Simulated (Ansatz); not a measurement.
Consider the formal exchange of groups at a B–O bond: `BOB[SiH3]` + `[NH2][GaH2]` → `[NH2][GaH][BH][SiH3]` + `BO`.

Program: Ansatz. Geometries: PBE0-D4/def2-TZVP. ΔE: electronic, gas phase. CCSD(T)/CBS adds triple-zeta CCSD(T) − MP2 to the extrapolated MP2 energy (def2 sets, frozen cores). This one scheme is used for every species. Functionals use def2-TZVPP. B3LYP here is the variant with VWN-RPA as its local correlation; programs differ in this. For Ga outer-core shells are correlated without core-valence functions, which leaves a few kJ/mol of doubt a bond. Scalar relativity is left out up to krypton. Each species was taken in one conformer, which may not be the lowest.

(1) Is it downhill or uphill in electronic energy at CCSD(T)/CBS, and by how much? (An estimate is asked.)

(2) What do these levels give: PBE0-D4, B2PLYP, PBE0, B3LYP, r2SCANh, LC-ωPBE? (Estimate.)

(3) What do rigid-rotor, harmonic-oscillator terms from PBE0-D4/def2-TZVP frequencies (298.15 K, 1 bar) make of the CCSD(T)/CBS value? (An estimate is asked.)

Largest T1 diagnostic among the species: 0.015.

## Answers

(1) Computed: Uphill: ΔE = +105.3 kJ/mol.

(2) Computed: PBE0-D4 101.8, B2PLYP 115.1, PBE0 103.7, B3LYP 114.5, r2SCANh 107.9, LC-ωPBE 107.4 kJ/mol.

(3) Ansatz gave: ΔZPE = +6.5 kJ/mol, ΔH = +113.0 kJ/mol, ΔS = 9 J/(mol·K), ΔG = +110.2 kJ/mol. Modes under 50 cm⁻¹ make the entropy rough.

Leaving LDA and LC-ωPBE aside and taking each functional with its dispersion term where it has one, the values, not all of them listed here, spread over 22.1 kJ/mol, from revPBE-D4 to CAM-B3LYP-D4. LDA lies +7.1 kJ/mol from PBE without D4. The D4 term adds −3.2 kJ/mol with B3LYP and −1.9 kJ/mol with PBE0; it sums over pairs of atoms, weighted by their polarisabilities, and B3LYP, whose exchange is more repulsive, gets the larger term. In def2-TZVPP, CCSD(T) changes the Hartree–Fock value by −24.2 kJ/mol (the triples alone add −1.8 kJ/mol) and MP2 by −20.3 kJ/mol.
